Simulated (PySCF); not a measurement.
## Ag²⁺: excitation energy

Ag²⁺ [Kr] 4d9 (2D) → Ag²⁺ [Kr] 4d8 5s1 (4F), as a difference of total energies. All numbers are calculated (PySCF 2.14, scalar relativity by spin-free X2C-1e, in x2c-TZVPPall with one added diffuse shell each of s, p, d, f type (9s7p7d3f1g, 95 functions)). Correlated levels: valence: [Kr] frozen; valence and next inner shell: [Ar] 3d10 frozen. The calculations carry no spin-orbit coupling.

| method | excitation energy (eV) |
| --- | --- |
| UHF | 7.379 |
| LDA | 7.960 |
| PBE | 7.819 |
| PBE0 | 7.934 |
| r2SCAN | 7.684 |
| r2SCAN0 | 7.780 |
| BHandHLYP | 7.846 |
| M06-2X | 8.542 |
| wB97X | 8.528 |
| MP2 (valence) | 8.258 |
| SCS-MP2 (valence) | 8.380 |
| MP2 (valence and next inner shell) | 8.090 |
| SCS-MP2 (valence and next inner shell) | 8.130 |

How much does correlation contribute at MP2 (valence and next inner shell)?

8.090 − (7.379) = 0.711 eV, measured against UHF.

A first-order spin-orbit estimate (lowest level to lowest level, LS coupling) adds -0.137 eV.
